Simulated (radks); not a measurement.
The numbers below are computed, except where a source is named.
Spherical quantum dot in the effective-mass picture: electrons in a hard-walled sphere of radius 2.22, with a point charge +1 (a donor) at the centre, all in effective atomic units (hartree* = m*/eps^2 hartree, bohr* = eps/m* bohr), one dielectric constant everywhere. Level of theory: non-relativistic Kohn-Sham, LDA (Slater exchange, Perdew-Wang correlation), spin-polarised, spherical densities (a radial shooting solver with Libxc functionals). Levels are named by radial order and angular momentum (1s, 1p, 1d, 2s, ...), and open shells are averaged over m.

N = 17, configuration 1s2 1p6 1d(up 5, down 4). This is the lowest configuration that the search found. Occupied and some empty levels:

| level | occupation | eigenvalue (hartree*) | <r> (bohr*) |
|---|---|---|---|
| 1s up | 1 | 10.391 | 1.252 |
| 1s down | 1 | 10.413 | 1.250 |
| 1p up | 3 | 11.202 | 1.436 |
| 1p down | 3 | 11.228 | 1.436 |
| 1d up | 5 | 12.297 | 1.525 |
| 1d down | 4 | 12.324 | 1.525 |
| 2s up | 0 | 12.969 | 0.9973 |
| 2s down | 0 | 12.982 | 0.9987 |
| 1f up | 0 | 13.695 | 1.588 |
| 1f down | 0 | 13.722 | 1.588 |
| 2p up | 0 | 15.312 | 1.151 |
| 2p down | 0 | 15.328 | 1.150 |

Energy (hartree*): total 112.626, kinetic 46.741, external -12.624, Hartree 89.764, exchange-correlation -11.256.

Electron density:

| r (bohr*) | n(r) (e/bohr*^3) |
|---|---|
| 0.171 | 0.2819 |
| 0.337 | 0.2546 |
| 0.503 | 0.2732 |
| 0.669 | 0.3333 |
| 0.835 | 0.4294 |
| 1.00 | 0.5483 |
| 1.17 | 0.6620 |
| 1.33 | 0.7295 |
| 1.50 | 0.7055 |
| 1.67 | 0.5669 |
| 1.83 | 0.3451 |
| 2.00 | 0.1258 |
| 2.16 | 0.008286 |
